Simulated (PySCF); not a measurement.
## From computed data to an observable: oscillator strength and radiative lifetime

C2H7InO, SMILES C[CH2][InH][OH].

Geometry: B3LYP-D3(BJ)/def2-SVP. The structure was generated by enumeration; whether it is a known compound was not checked. The def2 effective core potentials stand for the cores of In; spin–orbit coupling is left out. Other conformers were not sampled.

TDA-PBE/def2-SVPD in PySCF puts the first singlet state with f over 0.02 at 5.28 eV (vertical), with the transition dipole (0.000, 0.000, -0.499) in atomic units.

Find the oscillator strength, the wavelength and the radiative lifetime that this transition would have in vacuum if emission retraced absorption.


|μ|² = 0.2490 au, so |μ| = 1.27 D. ΔE = 5.28/27.211 = 0.1940 hartree. f = (2/3) ΔE |μ|² = 0.032 (the program prints 0.032).
λ = 1239.84/5.28 = 235 nm; ν = 42586 cm⁻¹.
Einstein's coefficient A = 0.6670 ν² f s⁻¹ (ν in cm⁻¹) = 3.9e7 s⁻¹, so τ = 1/A = 26 ns. This state is S3; the lower singlets have f = 0.001, 0.018. The figure is the radiative limit of this one transition; relaxation, internal conversion, crossing to triplets and a medium change what is measured.
